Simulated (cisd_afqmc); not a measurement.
Input (AFQMC/CISD/def2-SVP; cisd_afqmc is a phaseless AFQMC code with CISD trial states that reads the integrals written by Ansatz):

Ansatz 0.2 input:
```python
import cisd_afqmc

open("ham.yaml", "w").write("""\
crystal:
  periodic: [false, false, false]
  atoms:
    - {symbol: Li, position_ang: [-1.02562522, -0.63876841, -0.86919039]}
    - {symbol: O, position_ang: [0.28597197, 0.13039419, 0.24605445]}
    - {symbol: H, position_ang: [0.78909994, 0.87315174, 0.63913554]}
basis:
  gaussian:
    orbitals: def2-SVP
total_charge: 1
magnetization: {spin_polarized: true, initial_magnetization: 1}
correlation: {method: ccsd, electrons: outside_noble_gas, hamiltonian_folder: ham}
""")
rep = cisd_afqmc.ansatz("ham.yaml")
e_ccsd = rep["correlation"]["coupled_cluster"]["energy"]["hartree"]
out = cisd_afqmc.run("ham", e_ccsd, trial="CISD", walkers=200, populations=8, threads=8, dt=0.005, steps=40, early=24, settle=10, least=32,
    cut=5e-5, rank_cut=2e-4, target=0.0004, seconds=1500, seed=1, memory=17280, gpu=False)
```

Output:

```
orbitals 26, occupied [4, 3], factors 125 of 310, rank of the doubles 75 of 157
E(HF) = -82.601291
E(CCSD) on the cut factors = -82.764752, shift to the whole factors -0.000003
Energy of the trial state on the determinant = -82.764804
  tau behind 7.2 of longer steps, mean of the populations' last blocks
   2.0  -82.76699
   4.0  -82.76725
   6.0  -82.76682
   8.0  -82.76672
blocks 274 (0 outliers left out), error by blocks joined: 1: 0.00007, 2: 0.00008, 4: 0.00009, 8: 0.00010, 16: 0.00010
E(AFQMC/CISD) = -82.76689 +/- 0.00010
```

The two halves of the walk average -82.76714 and -82.76664 Eh, farther apart than the printed bar allows, so the bar may be too narrow.
